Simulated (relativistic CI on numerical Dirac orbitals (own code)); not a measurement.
Radial parameters of Tc29+

Calculated at this level of theory: Dirac-Coulomb-Breit CI, KLI orbitals optimised for each configuration, model QED (radiative potential, 1s self-energy scaled to tabulated hydrogen-like ionisation energies), unscaled Slater integrals (own radial code, finite nucleus).

Slater integrals F^k, G^k are unscaled and averaged over j, outside the closed core [Ne]; ζ comes from projecting the Hamiltonian with its Breit term on Σ l·s of the shell.

- 3s²3p²: F^2(3p,3p) = 281330, ζ(3p) = 150490 cm⁻¹; <r>(3p) = 0.3526, <r^2>(3p) = 0.1433 (bohr units).
- 3s3p³: F^2(3p,3p) = 281160, G^1(3s,3p) = 355020, ζ(3p) = 150400 cm⁻¹; <r>(3s) = 0.3635, <r^2>(3s) = 0.1503, <r>(3p) = 0.3529, <r^2>(3p) = 0.1435 (bohr units).
- 3s²3p3d: ζ(3p) = 150250, F^2(3p,3d) = 282240, G^1(3p,3d) = 298600, G^3(3p,3d) = 200640, ζ(3d) = 18482 cm⁻¹; <r>(3p) = 0.3531, <r^2>(3p) = 0.1437, <r>(3d) = 0.3133, <r^2>(3d) = 0.1134 (bohr units).

Averages of the first 10 configurations, taken without configuration mixing, which lowers the lowest level and can move excited configurations by several eV; other configurations of the list can lie among them:

| Configuration | Parity | States | Average energy above the lowest level (eV) |
| --- | --- | --- | --- |
| 3s²3p² | even | 15 | 41.3 |
| 3s3p³ | odd | 40 | 139.0 |
| 3s²3p3d | odd | 60 | 168.5 |
| 3p⁴ | even | 15 | 248.9 |
| 3s3p²3d | even | 300 | 261.0 |
| 3p³3d | odd | 200 | 365.7 |
| 3s3p3d² | odd | 540 | 387.7 |
| 3s²3d4p | odd | 60 | 926.1 |
| 3p³4s | odd | 40 | 957.9 |
| 3s3p3d4s | odd | 240 | 973.2 |
